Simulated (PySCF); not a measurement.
M06 single point of triplet IMoN at its PBE0 minimum.

An equivalent PySCF input for this run (the driver started from the density of an earlier step):

```python
from pyscf import gto, scf, dft
mol = gto.M(atom='''
Mo    -0.000103    -0.503095    -1.282527
N      0.000130     0.637034    -2.417189
I      0.000065     0.317784     1.256024''',
    basis={'Mo': 'def2-SVP', 'N': 'def2-SVP', 'I': 'def2-SVP'},
    ecp={'Mo': 'def2-SVP', 'I': 'def2-SVP'},
    charge=0, spin=2)
mf = dft.UKS(mol, xc='M06')
mf.grids.atom_grid = (90, 434)
aux = {'Mo': 'def2-universal-JKFIT', 'N': 'def2-universal-JKFIT', 'I': 'def2-universal-JKFIT'}
mf = mf.density_fit(auxbasis=aux)
mf.conv_tol = 1e-08
mf.diis_space = 10
mf.max_cycle = 60
mf.verbose = 4
mf.kernel()
```

Excerpt of the output:

```
init E= -420.59282396821
cycle= 1 E= -420.594946138606  delta_E= -0.00212  |g|= 0.0314  |ddm|= 0.174
cycle= 2 E= -420.594300114333  delta_E= 0.000646  |g|= 0.046  |ddm|= 0.141
cycle= 3 E= -420.595956946901  delta_E= -0.00166  |g|= 0.00501  |ddm|= 0.0761
cycle= 4 E= -420.595986630592  delta_E= -2.97e-05  |g|= 0.00587  |ddm|= 0.0121
cycle= 5 E= -420.59600520577  delta_E= -1.86e-05  |g|= 0.00503  |ddm|= 0.00821
cycle= 6 E= -420.596030584195  delta_E= -2.54e-05  |g|= 0.00131  |ddm|= 0.00924
cycle= 7 E= -420.596038376765  delta_E= -7.79e-06  |g|= 0.000383  |ddm|= 0.00907
cycle= 8 E= -420.596038849075  delta_E= -4.72e-07  |g|= 0.000219  |ddm|= 0.0017
cycle= 9 E= -420.596038928936  delta_E= -7.99e-08  |g|= 6.06e-05  |ddm|= 0.000684
cycle= 10 E= -420.59603894319  delta_E= -1.43e-08  |g|= 2.03e-05  |ddm|= 0.0004
cycle= 11 E= -420.596038944898  delta_E= -1.71e-09  |g|= 1.13e-05  |ddm|= 0.000133
Extra cycle  E= -420.5960389451  delta_E= -2.02e-10  |g|= 2.05e-05  |ddm|= 5.83e-05
converged SCF energy = -420.5960389451  <S^2> = 2.0256508  2S+1 = 3.017052
```

With open d or f shells other occupations or spin states may lie lower. No spin–orbit coupling is included, which matters more the heavier the element.

This run, together with those of the ionised and electron-attached species (not shown), took 16 s on 2 threads of a shared Intel Xeon Platinum 8259CL @ 2.50GHz (Skylake/Cascade Lake) host, with 71 basis functions; the process peaked at 0.71 GiB.
